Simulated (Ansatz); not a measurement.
Consider the ligand exchange at the Al–Br bond: `C[O][Al]([F])[Br]` + HCl → `C[O][Al]([F])[Cl]` + HBr.

Isolated molecules relaxed with PBE0-D4/def2-TZVP in Ansatz; ΔE leaves out vibrations. CBS: MP2 limit from def2 TZ/QZ plus the TZ coupled-cluster correction, frozen cores. This one scheme is used for every species. Functionals use def2-TZVPP. B3LYP here is the variant with VWN-RPA as its local correlation; programs differ in this. For Br outer-core shells are correlated without core-valence functions, which leaves a few kJ/mol of doubt a bond. Scalar relativity is left out up to krypton. One conformer a species, not always the lowest.

`C[O][Al]([F])[Br]`:

```xyz
8

C    -0.912    0.603    0.725
O    -0.499    0.006   -0.474
Al    0.888   -0.713   -1.044
F     0.913   -1.290   -2.574
Br    2.718   -0.914    0.220
H    -0.126    0.594    1.488
H    -1.782    0.072    1.120
H    -1.201    1.642    0.539
```

HCl:

Cartesian coordinates in Å:
```
Cl 0.395 0.486 -0.129
H -0.395 -0.486 0.129
```

`C[O][Al]([F])[Cl]`:

Z-matrix (Å, degrees):
```
C
O 1 1.402
H 1 1.096 2 112.4
H 1 1.094 2 109.7 3 -120.6
H 1 1.094 2 109.7 3 120.6
Al 2 1.663 1 136.1 3 -0.2
Cl 6 2.077 2 121.9 1 -0.2
F 6 1.635 2 119.1 1 179.9
```

HBr:

```xyz
2

Br    0.143    0.695    0.023
H    -0.143   -0.695   -0.023
```

**Question.** Is it downhill or uphill in electronic energy at CCSD(T)/CBS, and by how much? (Best estimate.)

**Answer.** Computed: Nearly level: ΔE = +0.01 eV.

**Question.** What do these levels give: B2PLYP, PBE0, B3LYP, r2SCANh, CAM-B3LYP, MP2/def2-TZVPP? (Estimate.)

**Answer.** Ansatz gave: B2PLYP -0.02, PBE0 0.00, B3LYP -0.03, r2SCANh -0.01, CAM-B3LYP -0.03, MP2/def2-TZVPP 0.01 eV.

**Question.** What do rigid-rotor, harmonic-oscillator terms from PBE0-D4/def2-TZVP frequencies (298.15 K, 1 bar) make of the CCSD(T)/CBS value? (Best estimate.)

**Answer.** Computed: ΔZPE = -0.01 eV, ΔH = 0.00 eV, ΔS = 0 J/(mol·K), ΔG = 0.00 eV.

Largest T1 diagnostic among the species: 0.011.

At CCSD(T), def2-SVP lies −0.05 eV from the extrapolated value and def2-TZVPP −0.01 eV. Leaving LDA and LC-ωPBE aside and taking each functional with its dispersion term where it has one, the values, not all of them listed here, spread over 0.06 eV, from B97M-V to PBE-QIDH.
